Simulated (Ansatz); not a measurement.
One geometry of C2H7FOSi, SMILES `OCC(F)[SiH3]`, several functionals.

```yaml
crystal:
  periodic: [false, false, false]
  atoms:
    - {symbol: O, position_ang: [-1.377731, -1.223629, -0.295173]}
    - {symbol: C, position_ang: [-0.607252, -0.836451, 0.817931]}
    - {symbol: C, position_ang: [0.117904, 0.466326, 0.601586]}
    - {symbol: F, position_ang: [-0.831347, 1.504059, 0.598263]}
    - {symbol: Si, position_ang: [1.083867, 0.556321, -1.041238]}
    - {symbol: H, position_ang: [-2.039795, -0.542826, -0.447360]}
    - {symbol: H, position_ang: [0.128609, -1.628268, 0.982395]}
    - {symbol: H, position_ang: [-1.225683, -0.758652, 1.723348]}
    - {symbol: H, position_ang: [0.787898, 0.650489, 1.450716]}
    - {symbol: H, position_ang: [0.153238, 0.653977, -2.189842]}
    - {symbol: H, position_ang: [1.953197, 1.760796, -1.009723]}
    - {symbol: H, position_ang: [1.933896, -0.657341, -1.156902]}
basis:
  gaussian: {orbitals: def2-TZVPP}
hamiltonian: {xc: pbe0, dispersion: d4}
output: {orbitals: {seedname: orbitals}}
```

```sh
$ ansatz run in.yaml --threads 4 --pin off --events-out ev --progress --plain --max-ram 10444MiB
```

Shortened log:

```
Functional definition: PBE0
1371 factors; their error is unknown
mean field evaluation 1: about -14816.4872 eV, gradient 5.1e1 eV
mean field evaluation 2: about -14813.4434 eV, gradient 6.6e1 eV
mean field evaluation 4: about -14821.5116 eV, gradient 3.3e0 eV
mean field evaluation 8: about -14821.5343 eV, gradient 6.4e-2 eV
mean field evaluation 16: about -14821.5541 eV, gradient 3.0e-5 eV
mean field -14821.55406524 eV, -544.6820654873 hartree, gradient 3.0e-5 eV, S^2 0.000000; 0 other end points of the search recorded, 0 dependent functions left out
reference -14821.55409779 eV, -544.6820666835 hartree; 25, 25 occupied and 239, 239 virtual orbitals, 1371 factors
Total energy: -14821.74567599 eV, -544.6891070525 hartree
```

It took 5 s on 4 threads of an Arm Neoverse N1 on a shared host, with 0.64 GiB of host memory at the peak.

With the line `hamiltonian: {xc: {name: B3LYP}, dispersion: d4}` and forces (abridged; 8 s):

```
Functional definition: B3LYP
mean field evaluation 16: about -14833.1284 eV, gradient 1.3e-4 eV
mean field -14833.12841826 eV, -545.1074151155 hartree, gradient 4.4e-5 eV, S^2 0.000000
Total energy: -14833.49457096 eV, -545.1208709792 hartree
Atom 0 force    -0.199809    -0.068984    -0.237911 eV/Å
Atom 1 force     0.149401    -0.104775     0.391364 eV/Å
Atom 2 force     0.401034    -0.169921     0.065019 eV/Å
Atom 3 force    -0.290102     0.324250     0.007901 eV/Å
Atom 4 force     0.107412     0.033473    -0.163330 eV/Å
Atom 5 force    -0.053093    -0.020415    -0.049724 eV/Å
Atom 6 force    -0.050439     0.039425    -0.000186 eV/Å
Atom 7 force     0.030192    -0.019153    -0.050917 eV/Å
Atom 8 force    -0.050982    -0.007942    -0.046127 eV/Å
Atom 9 force     0.065761    -0.006610     0.078681 eV/Å
Atom 10 force    -0.054469    -0.077570    -0.000753 eV/Å
Atom 11 force    -0.054905     0.078223     0.005984 eV/Å
Dipole moment:     0.117890    -0.031477     0.205676 e Å
```

With the line `hamiltonian: {xc: {name: wB97X-V}}` (abridged; 14 s):

```
Functional definition: wB97X-V
mean field evaluation 16: about -14828.9643 eV, gradient 2.2e-4 eV
mean field -14828.96430973 eV, -544.9543869495 hartree, gradient 4.9e-5 eV, S^2 0.000000
Total energy: -14828.96430762 eV, -544.9543868719 hartree
```

B3LYP takes the VWN-RPA correlation (the form of Gaussian; ORCA's B3LYP/G).
